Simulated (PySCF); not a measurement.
Ca: excitation energy

Ca [Ar] 4s2 (1S) → Ca [Ar] 4s1 5s1 (3S), as a difference of total energies. Computed with PySCF 2.14 in dyall-av2z, with the non-relativistic Hamiltonian (point nucleus). Correlated levels: valence: [Ar] frozen; virtual orbitals above 40 to 60 times the deepest correlated orbital energy dropped. The calculations carry no spin-orbit coupling.

```csv
method,excitation energy (eV)
UHF,3.079
LDA,3.893
PBE,3.767
PBE0,3.724
r2SCAN,3.632
wB97X,4.071
TPSS,3.760
B97-3,3.989
r2SCANh,3.636
MP2 (valence),3.549
SCS-MP2 (valence),3.690
```

Q: How much does correlation contribute at MP2 (valence)?

A: 3.549 − (3.079) = 0.470 eV, measured against UHF.

These non-relativistic numbers lack the scalar-relativistic shift.

Errors of the correlated levels include the incompleteness of this basis and the frozen core.

For comparison: 3.910 eV (measured; NIST levels).
